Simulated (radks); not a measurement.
Ga IV, configuration [Ar] 3d10. All-electron calculation, non-relativistic Kohn-Sham, exchange-only B88, spin-polarised, spherical densities, point nucleus. Program: a radial shooting solver on a logarithmic mesh with Libxc functionals.

Radial electron density D(r) = 4 pi r^2 rho(r):

```
   r/bohr * D(r) (the largest magnitude, 43.4, reaches the edge; | marks zero)
 0.002064 |*
 0.002327 | *
 0.002624 | *
 0.002958 | *
 0.003309 |  *
 0.003731 |   *
 0.004207 |   *
 0.004743 |    *
 0.005348 |      *
 0.006029 |       *
 0.006798 |         *
 0.007665 |           *
 0.008642 |             *
 0.009744 |                *
   0.0109 |                   *
  0.01229 |                      *
  0.01385 |                         *
  0.01562 |                             *
  0.01761 |                                 *
  0.01986 |                                     *
  0.02239 |                                        *
  0.02525 |                                           *
  0.02846 |                                             *
  0.03209 |                                              *
  0.03618 |                                               *
  0.04047 |                                              *
  0.04563 |                                            *
  0.05145 |                                          *
  0.05801 |                                        *
  0.06541 |                                      *
  0.07375 |                                     *
  0.08315 |                                      *
  0.09375 |                                         *
   0.1057 |                                            *
   0.1192 |                                                 *
   0.1333 |                                                    *
   0.1503 |                                                      *
   0.1695 |                                                     *
   0.1911 |                                                  *
   0.2154 |                                            *
   0.2429 |                                     *
   0.2739 |                               *
   0.3088 |                           *
   0.3482 |                          *
   0.3925 |                           *
   0.4426 |                              *
    0.495 |                                *
   0.5582 |                                 *
   0.6293 |                               *
   0.7096 |                           *
      0.8 |                      *
    0.902 |                 *
    1.017 |            *
    1.147 |       *
    1.293 |    *
    1.458 |  *
     1.63 | *
    1.838 |*
    2.073 *
    2.337 *
    2.635 *
    2.971 *
```

D(r) has 3 maxima, at r = 0.0350, 0.156, 0.549 bohr, and minima at 0.0737, 0.345 bohr, inside which lie 2.10, 10.98 electrons.
